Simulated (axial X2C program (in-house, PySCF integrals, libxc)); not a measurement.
BiS: from the spin-free to the two-component result

All values were computed with an axial X2C code built on PySCF integrals. Spin-free means the one-electron spin-free X2C Hamiltonian; two-component (2c) means X2C with spin–orbit coupling and atomic mean-field two-electron Coulomb and Gaunt terms, so the difference of the two also holds small scalar two-electron terms. Basis: Bi dyall-cv3z [12s14p10d6f1g], S dyall-av3z [9s8p3d2f] (cores contracted in-house); Gaussian nuclei, density fitting, unrestricted open shells. Masses: Bi 208.980 u, S 31.972 u.

Spin-free state: M_S = 1/2, Λ = 1 (beyond evenly filled blocks: π+α); fragments Bi + S.

```csv
level,Re (Å),ωe (cm⁻¹),De (eV),μ (D)
TPSSh,2.306,441.6,3.282,-3.08
```

Dipoles are positive if S is the positive end.

Within this multiplet, which Ω should lie lowest by the rule for regular and inverted multiplets?

The open π shell holds one electron, so the multiplet is regular: Ω = Λ − 1/2 = 1/2. The PBE0 2c search agrees.

Two-component determinant lowest at the distance of the search:

Ω = 1/2 (⟨Sz⟩ = -0.45, ⟨Lz⟩ = 0.95 at TPSSh); fragments Bi + S.

| level | Re (Å) | ωe (cm⁻¹) | De (eV) | μ (D) |
| --- | --- | --- | --- | --- |
| TPSSh | 2.326 | 417.3 | 3.229 | -3.40 |

From the two tables, how do the constants change at the TPSSh level (2c against spin-free)?

At the TPSSh level Re goes up by 0.020 Å and ωe drops by 24.3 cm⁻¹; De is not compared, since the atomic limits differ or miss part of their spin–orbit lowering.

One determinant describes the state; a PBE0 search over occupations chose it and may have missed a lower one. De is counted from the lowest determinant-based energies of the atoms at the same level, without counterpoise correction. Density functionals use the spin component along the axis (collinear). The 2c atoms are single determinants rather than J levels; their spin–orbit lowering is only partly caught, and De is too large by that part. This holds for TPSSh. Without a current term, density functionals place determinants with orbital angular momentum somewhat too high. The determinant is spin-polarised beyond a pure state at some levels (its spin-free form has ⟨S²⟩ too high), which makes Re and μ there less reliable.
